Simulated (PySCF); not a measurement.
A calculated (PBE0, PySCF 2.14, pcseg-2, no relativity, point nucleus) atom or ion has these occupied shells.

```tsv
shell	electrons	orbital energy (eV)	rms radius, mean of both spins (bohr)
1s α	1	-123.81	0.489
1s β	1	-123.21	0.489
2s α	1	-15.482	2.46
```

(1) Name the element and its charge.

Answers

(1) Be⁺ (beryllium, charge +1), in [He] 2s1, 2S determinant.
